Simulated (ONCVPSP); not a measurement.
zirconium: excitation energies, all-electron against ONCV

zirconium, optimised norm-conserving Vanderbilt (ONCV), made with ONCVPSP 4.0.1 (LDA (Perdew-Wang 92), scalar-relativistic). Core [Ar] 3d10, reference 4s2 4p6 4d2 5s1 (charge +1). Waves: 4s+5s: rc 1.95 bohr, ncon 4, nbas 8, qcut 6.2 1/bohr, 2 projectors; 4p: rc 2.15 bohr, ncon 4, nbas 7, qcut 7.1 1/bohr, 3 projectors, debl 0.5 Ha; 4d: rc 2.25 bohr, ncon 3, nbas 7, qcut 6.8 1/bohr, 3 projectors, debl 1.8 Ha. Local part: polynomial inside 1.35 bohr (lpopt 5, dvloc0 4 Ha). Core correction: Teter function, fcfact 6, rcfact 1.65.

In the p channel the program set the typed energies aside and used -1.443, 0.250, 0.750 Ha.

Energies are relative to the spin-unpolarised reference configuration 4s2 4p6 4d2 5s1; without spin polarisation the order of configurations can differ from experiment.

```tsv
valence configuration	charge	ΔE all-electron (eV)	error AE − PS (meV)
4s2 4p6 4d2 5s2	0	-7.345	+0.1
4s2 4p6 4d1 5s0	+3	36.054	+1.5
```

Task: What are ΔE and the potential's error for 4s2 4p6 4d2 5s0 5p2?

Result: ΔE = -0.954 eV all-electron; the error (AE − PS) is +0.2 meV.

Task: What are ΔE and the potential's error for 4s2 4p6 4d2 5s0?

Result: ΔE = 13.235 eV all-electron; the error (AE − PS) is -3.4 meV.

Levels in the configuration 4s2 4p6 4d2 5s2:

```
level  all-electron (eV)  pseudo (eV)
   4s            -54.518      -54.500
   4p            -32.505      -32.500
   4d             -3.735       -3.738
   5s             -4.589       -4.588
```
